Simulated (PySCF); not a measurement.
Screening by computed properties: pick the candidate that meets the target.

All species are isolated and taken at one optimised geometry, non-relativistic unless stated; the electronic structure was computed with PySCF and density fitting.

Dipoles, sizes and rotational constants follow the conformer. The torsions of the flexible species, by atom-mapped SMILES:
- `[CH3:1][S:2][CH2:3][C:4]1([SH:5])[CH2:6][SiH2:7][CH2:8]1`: C1–S2–C3–C4 173°, S2–C3–C4–S5 178°, H–S5–C4–C3 68°
- `[CH3:1][SiH2:2][C@H:3]([F:4])[C:5]#[C:6][SiH2:7][C:8]([CH3:9])=[O:10]`: C1–Si2–C3–F4 66°, C6–Si7–C8–C9 43°
- `[CH3:1][CH:2]([CH3:3])[S:4][C@@H:5]1[CH2:6][Si@H:7]1[SH:8]`: C1–C2–S4–C5 -85°, C2–S4–C5–C6 -75°, H–S8–Si7–C6 112°
- `[CH3:1][O:2][C:3](=[O:4])[Si:5]([CH3:6])([SiH3:7])[SiH3:8]`: C1–O2–C3–O4 0°, O2–C3–Si5–C6 -171°
- `[CH3:1][CH2:2][S:3][C@@H:4]1[CH2:5][Si@@H:6]1[S:7][CH3:8]`: C1–C2–S3–C4 64°, C2–S3–C4–C5 135°, C5–Si6–S7–C8 76°

Question: Wanted: HOMO–LUMO gap between 6 eV and 6.7 eV (PBE0/pcSseg-1) and smallest rotational constant below 0.5 GHz (GFN2-xTB), at GFN2-xTB geometries. Which candidate meets both?
A. `CC(C)S[C@@H]1C[Si@H]1S`
B. `CSCC1(S)C[SiH2]C1`
C. `COC(=O)[Si](C)([SiH3])[SiH3]`
D. `C[SiH2][C@H](F)C#C[SiH2]C(C)=O`

Answer: A. Computed values:
```csv
species,HOMO–LUMO gap,smallest rotational constant
C[SiH2][C@H](F)C#C[SiH2]C(C)=O,5.64 eV,0.389 GHz
CC(C)S[C@@H]1C[Si@H]1S,6.12 eV,0.455 GHz
CSCC1(S)C[SiH2]C1,6.49 eV,0.638 GHz
COC(=O)[Si](C)([SiH3])[SiH3],6.88 eV,0.727 GHz
```

Question: Wanted: dipole moment above 2 D (PBE0/pcSseg-1) and HOMO energy above -6.6 eV (PBE0/pcSseg-1), at GFN2-xTB geometries. Which candidate meets both?
A. `C[SiH2][C@H](F)C#C[SiH2]C(C)=O`
B. `CCS[C@@H]1C[Si@@H]1SC`
C. `C[Si]([SiH3])([SiH3])C(=O)OC`
D. `CSCC1(S)C[SiH2]C1`

Answer: B. Computed values:
```csv
species,dipole moment,HOMO energy
C[Si]([SiH3])([SiH3])C(=O)OC,1.07 D,-7.54 eV
CSCC1(S)C[SiH2]C1,1.73 D,-6.42 eV
CCS[C@@H]1C[Si@@H]1SC,2.24 D,-6.03 eV
C[SiH2][C@H](F)C#C[SiH2]C(C)=O,2.48 D,-6.84 eV
```
